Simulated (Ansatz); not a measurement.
`[OH][Al]([F])[ZnH]` + H₂Se → `[OH][Al]([F])[SeH]` + `[ZnH2]` at 298.15 K and 1 bar (cleavage of the Al–Zn bond).

Isolated molecules relaxed with PBE0-D4/def2-TZVP in Ansatz; ΔE leaves out vibrations. CCSD(T)/CBS is the MP2 limit (def2-TZVPP, def2-QZVPP) plus CCSD(T) − MP2 in def2-TZVPP, frozen cores. For Se, Zn outer-core shells are correlated without core-valence functions, which leaves a few kJ/mol of doubt a bond. Scalar relativity is left out up to krypton. Each species was taken in one conformer, which may not be the lowest.

```csv
species,CCSD(T)/CBS energy (Eh),H − E (kJ/mol),S (J/(mol·K))
`[OH][Al]([F])[ZnH]`,-2196.69547,79.3,339.7
H₂Se,-2401.89790,45.8,219.1
`[OH][Al]([F])[SeH]`,-2819.07650,83.7,337.6
`[ZnH2]`,-1779.54550,39.9,200.9
```

H − E and S are ideal-gas, rigid-rotor, harmonic terms from PBE0-D4/def2-TZVP, for one conformer and one mirror image of each species. 1 Eh = 2625.50 kJ/mol, R = 8.31446 J/(mol·K).

Q: By hand: ΔE, ΔH, ΔS and ΔG.

A: ΔE = (-2819.07650) + (-1779.54550) − (-2196.69547) − (-2401.89790) = -0.02863 Eh = -75.2 kJ/mol. Δ(H − E) = 83.7 + 39.9 − 79.3 − 45.8 = -1.5, so ΔH = -76.7 kJ/mol. ΔS = 337.6 + 200.9 − 339.7 − 219.1 = -20.3 J/(mol·K). ΔG = -76.7 − 298.15 × (-20.3)/1000 = -70.6 kJ/mol.

Q: By hand: the equilibrium constant, and the temperature at which ΔG would vanish if ΔH and ΔS stayed fixed.

A: log₁₀ K = −ΔG/(RT ln 10) = 12.4. ΔG = 0 at ΔH/ΔS = 3778 K, far beyond where these terms or the molecules hold.

ΔH outweighs TΔS. A doubt of 5 kJ/mol in ΔE shifts log₁₀ K by 0.9 here. Other conformers and mirror images would add mixing entropy, several J/(mol·K) or more a flexible species. These are equilibria of isolated gas molecules and say nothing of rates. Largest T1 diagnostic: 0.016 (customary marks: 0.02 for closed shells, 0.045 for open ones).
